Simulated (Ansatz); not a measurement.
All values below come from Ansatz (a first-principles code) with PBE0-D3(BJ)/def2-TZVP. No frequencies were computed at this level.

Ansatz 0.2 input:
```yaml
crystal:
  periodic: [false, false, false]
  atoms:
    - { symbol: C, position_ang: [-1.03628, -0.086939, -0.017648] }
    - { symbol: Al, position_ang: [0.931784, 0.071541, 0.022345] }
    - { symbol: I, position_ang: [2.046427, 2.332915, -0.076927] }
    - { symbol: I, position_ang: [2.404552, -1.973189, 0.158725] }
    - { symbol: H, position_ang: [-1.4534, 0.195055, -0.991662] }
    - { symbol: H, position_ang: [-1.518044, 0.56945, 0.716673] }
    - { symbol: H, position_ang: [-1.375039, -1.108833, 0.188495] }
basis:
  gaussian: { orbitals: def2-tzvp }
hamiltonian:
  xc: pbe0
  dispersion: d3bj
relax:
  max_steps: 150
```

Output:

```
Functional definition: PBE0
1427 factors; their error is unknown
mean field evaluation 1: about -23878.9728 eV, gradient 5.1e1 eV
mean field evaluation 2: about -23874.5105 eV, gradient 5.9e1 eV
mean field evaluation 4: about -23884.9686 eV, gradient 3.8e0 eV
mean field evaluation 8: about -23885.5567 eV, gradient 1.0e0 eV
mean field evaluation 16: about -23885.5574 eV, gradient 5.1e-5 eV
mean field -23885.55740985 eV, -877.7780445995 hartree, gradient 5.1e-5 eV, S^2 0.000000; 0 other end points of the search recorded, 0 dependent functions left out
reference -23885.55743890 eV, -877.7780456671 hartree; 36, 36 occupied and 150, 150 virtual orbitals, 1427 factors
relax step   1: F+E_penalty+E_count = -23885.74189007 eV  Δ(F+E_penalty+E_count) = +0.000e0 eV  max|allowed force component| = 5.309e-1 eV/Å  Δτ_max = 0.0000 Å  (27 SCF iters, accepted)
these checks for a lower state are left out or cut short: starts, cluster_reference, orbital_swaps, neighbouring_geometries, increment
1427 factors; their error is unknown
mean field -23885.59391927 eV, -877.7793862962 hartree, gradient 1.8e-5 eV, S^2 0.000000; 0 other end points of the search recorded, 0 dependent functions left out
reference -23885.59394799 eV, -877.7793873515 hartree; 36, 36 occupied and 150, 150 virtual orbitals, 1427 factors
relax step   2: F+E_penalty+E_count = -23885.78553861 eV  Δ(F+E_penalty+E_count) = -4.365e-2 eV  max|allowed force component| = 4.964e-1 eV/Å  Δτ_max = 0.0979 Å  (29 SCF iters, accepted)
these checks for a lower state are left out or cut short: starts, cluster_reference, orbital_swaps, neighbouring_geometries, increment
1427 factors; their error is unknown
mean field -23885.60751702 eV, -877.7798860041 hartree, gradient 1.2e-5 eV, S^2 0.000000; 0 other end points of the search recorded, 0 dependent functions left out
reference -23885.60754573 eV, -877.7798870592 hartree; 36, 36 occupied and 150, 150 virtual orbitals, 1427 factors
relax step   3: F+E_penalty+E_count = -23885.79746707 eV  Δ(F+E_penalty+E_count) = -1.193e-2 eV  max|allowed force component| = 7.285e-2 eV/Å  Δτ_max = 0.0357 Å  (32 SCF iters, accepted)
these checks for a lower state are left out or cut short: starts, cluster_reference, orbital_swaps, neighbouring_geometries, increment
1427 factors; their error is unknown
mean field evaluation 32: about -23885.0550 eV, gradient 1.0e0 eV
mean field -23885.60763020 eV, -877.7798901636 hartree, gradient 1.2e-5 eV, S^2 0.000000; 0 other end points of the search recorded, 0 dependent functions left out
reference -23885.60765890 eV, -877.7798912181 hartree; 36, 36 occupied and 150, 150 virtual orbitals, 1427 factors
relax step   4: F+E_penalty+E_count = -23885.79770134 eV  Δ(F+E_penalty+E_count) = -2.343e-4 eV  max|allowed force component| = 1.181e-2 eV/Å  Δτ_max = 0.0040 Å  (31 SCF iters, accepted)
these checks for a lower state are left out or cut short: starts, cluster_reference, orbital_swaps, neighbouring_geometries, increment
1427 factors; their error is unknown
mean field -23885.60760777 eV, -877.7798893391 hartree, gradient 1.2e-5 eV, S^2 0.000000; 0 other end points of the search recorded, 0 dependent functions left out
reference -23885.60763646 eV, -877.7798903936 hartree; 36, 36 occupied and 150, 150 virtual orbitals, 1427 factors
relax step   5: F+E_penalty+E_count = -23885.79771407 eV  Δ(F+E_penalty+E_count) = -1.273e-5 eV  max|allowed force component| = 7.956e-3 eV/Å  Δτ_max = 0.0046 Å  (32 SCF iters, accepted)
1427 factors; their error is unknown
mean field evaluation 64: about -23885.6076 eV, gradient 1.7e-3 eV
mean field -23885.60760777 eV, -877.7798893391 hartree, gradient 1.2e-5 eV, S^2 0.000000; 1 other end points of the search recorded, 0 dependent functions left out
reference -23885.60763646 eV, -877.7798903936 hartree; 36, 36 occupied and 150, 150 virtual orbitals, 1427 factors
Total energy: -23885.79774276 eV, -877.7868766713 hartree
Atom 0 at    -1.027472    -0.090603    -0.013013 Å, force    -0.005202     0.003236     0.003874 eV/Å
Atom 1 at     0.900326     0.062581     0.025874 Å, force     0.001240    -0.001614    -0.007956 eV/Å
Atom 2 at     1.997558     2.271993    -0.078859 Å, force    -0.000675    -0.000230     0.002182 eV/Å
Atom 3 at     2.366003    -1.919627     0.152336 Å, force     0.001355    -0.000252     0.002248 eV/Å
Atom 4 at    -1.402741     0.206305    -0.997016 Å, force     0.001756     0.000219     0.000592 eV/Å
Atom 5 at    -1.478598     0.581234     0.721994 Å, force     0.000443    -0.001054    -0.001242 eV/Å
Atom 6 at    -1.355077    -1.111884     0.188684 Å, force     0.001082    -0.000304     0.000301 eV/Å
Dipole moment:    -0.344988    -0.031140    -0.003248 e Å
```

Cost: around 60 core-seconds (rough).
